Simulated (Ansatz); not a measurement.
Computed with Ansatz on PBE0-D4/def2-TZVP structures; ΔE is electronic, products minus reactants. CCSD(T)/CBS adds triple-zeta CCSD(T) − MP2 to the extrapolated MP2 energy (def2 sets, frozen cores). This one scheme is used for every species. DFT in def2-TZVPP. For Ge outer-core shells are correlated without core-valence functions, which leaves a few kJ/mol of doubt a bond. Scalar relativity is left out up to krypton. One conformer a species, not always the lowest.

Reaction (formal exchange of groups at the Al–Si bond): `[SiH3][AlH][GeH3]` + fluoromethane → `F[CH2][AlH][GeH3]` + SiH₄

| level | ΔE (kJ/mol) |
| --- | --- |
| PBE-D4 | 35.8 |
| PBE0 | 37.0 |

Problem. What does CCSD(T)/CBS give? (Estimate.)

Solution. Computed: +28.8 kJ/mol. The listed levels differ from it by 7.0, 8.2 kJ/mol.

Largest T1 diagnostic among the species: 0.013.
